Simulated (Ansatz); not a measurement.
One change: `F[SiH](F)[SiH2]Cl` becomes `F[SiH](Cl)[SiH2]Cl`.

Ansatz, PBE0-D4/def2-TZVP geometries, multiplicity 1. Each molecule was computed in one conformer, which needn't be the lowest.

```csv
property,`F[SiH](F)[SiH2]Cl`
HOMO energy (PBE0/def2-TZVPP) / eV,-8.47
HOMO energy (B3LYP/def2-TZVPP) / eV,-8.27
HOMO–LUMO gap (PBE/def2-TZVPP) / eV,5.24
HOMO energy (ωB97M-V/def2-TZVPP) / eV,-10.53
LUMO energy (B3LYP/def2-TZVPP) / eV,-1.28
LUMO energy (PBE0/def2-TZVPP) / eV,-1.11
```

What does the change do to each property? (Best estimate.)

Computed: 
```json
{"property": "HOMO energy (PBE0/def2-TZVPP) / eV", "`F[SiH](Cl)[SiH2]Cl`": "-8.34", "shift": "0.13"}
{"property": "HOMO energy (B3LYP/def2-TZVPP) / eV", "`F[SiH](Cl)[SiH2]Cl`": "-8.14", "shift": "0.13"}
{"property": "HOMO–LUMO gap (PBE/def2-TZVPP) / eV", "`F[SiH](Cl)[SiH2]Cl`": "5.22", "shift": "-0.02"}
{"property": "HOMO energy (ωB97M-V/def2-TZVPP) / eV", "`F[SiH](Cl)[SiH2]Cl`": "-10.38", "shift": "0.15"}
{"property": "LUMO energy (B3LYP/def2-TZVPP) / eV", "`F[SiH](Cl)[SiH2]Cl`": "-1.19", "shift": "0.09"}
{"property": "LUMO energy (PBE0/def2-TZVPP) / eV", "`F[SiH](Cl)[SiH2]Cl`": "-1.04", "shift": "0.07"}
```

With PBE0 the HOMO rises by 0.13 eV and the LUMO rises by 0.07 eV, so the gap narrows by about 0.06 eV. PBE moves the HOMO by 0.10 eV and ωB97M-V by 0.15 eV.

Positive LUMOs are unbound, so they and the gaps depend on the basis.

B3LYP here is the variant with VWN-RPA as its local correlation; programs differ in this.
